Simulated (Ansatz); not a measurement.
H3O4P, charge +1, doublet, geometry from GFN2-xTB (a state made from the parent by changing its charge; the spin is typed, not shown lowest); Ansatz (a quantum-chemistry and plane-wave program) with MP2/6-31G**.

Here is a job for Ansatz.
Ansatz 0.2 input:
```yaml
crystal:
  periodic: [false, false, false]
  atoms:
    - {symbol: O, position_ang: [0.55814578, -0.02700623, 1.43186500]}
    - {symbol: P, position_ang: [0.03629486, -0.00440255, -0.02789199]}
    - {symbol: O, position_ang: [1.18785255, -0.00996857, -1.02294257]}
    - {symbol: O, position_ang: [-0.88842197, -1.23250661, -0.22887002]}
    - {symbol: O, position_ang: [-0.81945203, 1.27794622, -0.21975107]}
    - {symbol: H, position_ang: [1.07106634, 0.70716323, 1.78789820]}
    - {symbol: H, position_ang: [-0.58327182, -2.12471889, -0.03059803]}
    - {symbol: H, position_ang: [-1.33721196, 1.41587556, -1.02133093]}
basis:
  gaussian:
    orbitals: 6-31G__.json
total_charge: 1
magnetization: {spin_polarized: true, initial_magnetization: 1}
correlation: {method: mp2}
```
The basis file holds 6-31G** in the JSON format of the Basis Set Exchange.

The log (banner, timings and long lists left out):

```
Functional definition: HF
822 factors; integrals over basis functions are off by at most 1.2e-3 eV
mean field evaluation 1: about -17454.9528 eV, gradient 4.0e1 eV
mean field evaluation 2: about -17455.0100 eV, gradient 4.0e1 eV
mean field evaluation 4: about -17461.4564 eV, gradient 4.1e0 eV
mean field evaluation 8: about -17461.7279 eV, gradient 4.0e-1 eV
mean field evaluation 16: about -17461.7319 eV, gradient 1.6e-5 eV
mean field evaluation 32: about -17461.7192 eV, gradient 8.8e-2 eV
mean field evaluation 64: about -17461.7318 eV, gradient 7.0e-2 eV
mean field -17461.73186178 eV, -641.7068099335 hartree, gradient 2.2e-6 eV, S^2 0.755756; 4 other end points of the search recorded, 0 dependent functions left out
9 core orbitals not correlated
reference -17461.73186178 eV, -641.7068099335 hartree; 16, 15 occupied and 69, 70 virtual orbitals, 822 factors
second order -21.18925461 eV of doubles, -0.00000000 eV of singles
Total energy: -17482.92111639 eV, -642.4855006778 hartree
```
